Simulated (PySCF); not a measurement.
Al(H)(vinyl)(OMe) (C3H7AlO), SMILES C=[CH][AlH][O]C.

Geometry optimised at ωB97X-D3(BJ)/def2-SVP. The structure was generated by enumeration; whether it is a known compound was not checked. The values are those of a single conformer.

Computed with PySCF with M06-2X/def2-TZVP.

```yaml
total_energy: -436.17180 hartree
point_group: Cs
highest_occupied_level: -9.17 eV
lowest_empty_level: -0.40 eV
orbital_gap: 8.77 eV
dipole_moment: 0.25 D
quadrupole, principal values (traceless, Buckingham form, about the centre of nuclear charge): -4.94, -0.17, 5.11 D·Å
mean_static_polarisability: 65.2 bohr³ (9.67 Å³)
polarisability_principal_values: 47.5, 60.1, 88.1 bohr³
```
